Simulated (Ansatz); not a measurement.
Input for Ansatz (an electronic-structure program): U-CCSD(T)/cc-pVDZ on C2H3B (SMILES BC#C), a point of a bond scan (R = 1.276 Å).

Ansatz 0.2 input:
```yaml
crystal:
  periodic: [false, false, false]
  atoms:
    - {symbol: B, position_ang: [-1.19336207, -0.05181280, -0.71503351]}
    - {symbol: C, position_ang: [0.09242682, 0.00401294, 0.05537990]}
    - {symbol: C, position_ang: [1.12928729, 0.04903083, 0.67664147]}
    - {symbol: H, position_ang: [2.22350883, 0.09653920, 1.33227239]}
    - {symbol: H, position_ang: [-1.95463786, 0.86080340, -0.66658092]}
    - {symbol: H, position_ang: [-1.44997504, -1.00862318, -1.37338029]}
basis:
  gaussian:
    orbitals: cc-pVDZ
correlation: {method: ccsd_t, electrons: outside_noble_gas}
scf: {omitted_lower_state_checks: [cluster_reference]}
magnetization: {spin_polarized: true, initial_magnetization: 0}
```

It printed:

```
WARN ansatz: RAYON_NUM_THREADS=1 ignored (pool sized by the plan → 1); use --threads N
Functional definition: HF
these checks for a lower state are left out or cut short: cluster_reference
integrals: 0.04 GiB planned
529 factors; integrals over basis functions are off by at most 1.1e-3 eV
mean field: 0.10 GiB planned
mean field evaluation 1: about -2775.7611 eV, gradient 1.6e1 eV
mean field evaluation 2: about -2775.7639 eV, gradient 1.6e1 eV
mean field evaluation 4: about -2777.4472 eV, gradient 2.5e0 eV
mean field evaluation 8: about -2777.4898 eV, gradient 5.9e-2 eV
mean field evaluation 16: about -2777.4792 eV, gradient 2.2e-1 eV
mean field -2777.48995988 eV, -102.0708733753 hartree, gradient 2.2e-6 eV, S^2 0.000000; 2 other end points of the search recorded, 0 dependent functions left out
3 core orbitals not correlated
reference -2777.48995988 eV, -102.0708733753 hartree; 7, 7 occupied and 47, 47 virtual orbitals, 529 factors
second order -9.05586518 eV of doubles, -0.00000000 eV of singles
coupled cluster: 0.15 GiB planned
cycle   1  -9.41738708 eV  change   -3.6e-1 eV  update   8.5e-2
cycle   2  -9.76852377 eV  change   -3.5e-1 eV  update   2.8e-2
cycle   3  -9.85301461 eV  change   -8.4e-2 eV  update   1.3e-2
cycle   4  -9.85661558 eV  change   -3.6e-3 eV  update   4.0e-3
cycle   5  -9.85704772 eV  change   -4.3e-4 eV  update   1.3e-3
cycle   6  -9.85689695 eV  change    1.5e-4 eV  update   4.4e-4
cycle   7  -9.85703612 eV  change   -1.4e-4 eV  update   1.3e-4
cycle   8  -9.85705841 eV  change   -2.2e-5 eV  update   6.4e-5
cycle   9  -9.85704267 eV  change    1.6e-5 eV  update   2.5e-5
cycle  10  -9.85704197 eV  change    7.0e-7 eV  update   8.2e-6
perturbative correction -0.40584481 eV, -0.0149145216 hartree
Total energy: -2787.75284666 eV, -102.4480275078 hartree
Checks for a lower state left out: cluster_reference
```

The calculation finished and met its thresholds.

Cost: about 1.6 core-seconds (a rough figure).
